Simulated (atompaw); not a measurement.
## Cr: PAW (atompaw) pseudisation with PBE, scalar-relativistic reference atom.

atompaw 4.2.0.5 input, output lines left out:

```
Cr 24
GGA-PBE scalarrelativistic loggrid 1500 logderivrange -8 5 326
4 4 3 0 0 0
4 0 0
4 1 0
3 2 5
0 0 0
c
c
v
v
c
v
v
v
2
2.25 2.00 1.85 1.50
n
n
y
2.5
n
bloechl besselshape
3 0 vpsmatchnc
```

* Cutoffs needed: 80 Ry and 100 Ry (the cutoffs (Ry, on a coarse ladder) from which the occupation-weighted sum of valence levels, in a spherical-Bessel basis at the reference potential, stays within 10 and 1 mRy of its value at 400 Ry)
* Ghost test: no extra level below or beside the all-electron valence levels (s, p, d, f tested) (spherical-Bessel basis up to 400 Ry, 20 bohr box)
* Lowest eigenvalue of the overlap operator: 0.31 (s channel)
* Overlap eigenvalues printed by atompaw (projector basis): 0.0978, 0.865, 1.42, 5.95, 7.61, 13.1
* Share of each valence orbital outside the PAW sphere: 3s 0 %, 4s 76 %, 3p 1 %, 4p 90 %, 3d 14 %
